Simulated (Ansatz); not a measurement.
A search over several starts for the lowest SCF solution of Li3F3 at the given spin, in a small basis.

```yaml
crystal:
  periodic: [false, false, false]
  atoms:
    - {symbol: Li, position_ang: [1.500991, 0.478014, 0.478697]}
    - {symbol: Li, position_ang: [-1.221578, -0.093241, 1.096186]}
    - {symbol: Li, position_ang: [-0.278028, -0.384595, -1.575058]}
    - {symbol: F, position_ang: [1.311201, 0.100071, -1.176750]}
    - {symbol: F, position_ang: [0.298307, 0.412785, 1.690616]}
    - {symbol: F, position_ang: [-1.610892, -0.513033, -0.513691]}
basis:
  gaussian: {orbitals: def2-SVP, initial_orbitals: start.molden}
hamiltonian: {xc: pbe0, dispersion: d4}
output: {orbitals: {seedname: orbitals}}
```

The file start.molden holds the orbitals of an earlier run on this structure, at another level or in another basis.

```sh
$ ansatz run in.yaml --threads 4 --pin off --events-out ev --progress --plain --max-ram 3916MiB
```

It prints (some lines left out):

```
Functional definition: PBE0
765 factors; integrals over basis functions are off by at most 3.3e-4 eV
mean field evaluation 1: about -8757.8003 eV, gradient 1.1e1 eV
mean field evaluation 2: about -8758.0243 eV, gradient 1.9e-1 eV
mean field evaluation 4: about -8758.1043 eV, gradient 2.9e-4 eV
mean field evaluation 8: about -8749.9153 eV, gradient 7.2e1 eV
mean field evaluation 16: about -8758.1043 eV, gradient 1.1e-2 eV
mean field -8758.10427568 eV, -321.8543956751 hartree, gradient 2.2e-5 eV, S^2 0.000000; 1 other end points of the search recorded, 0 dependent functions left out
reference -8758.10436290 eV, -321.8543988801 hartree; 18, 18 occupied and 51, 51 virtual orbitals, 765 factors
Total energy: -8758.14429792 eV, -321.8558664651 hartree
```

Run time 0.75 s (4 threads of Arm Neoverse V2 on a shared host).

The structure comes from a short search, and lower isomers may exist.
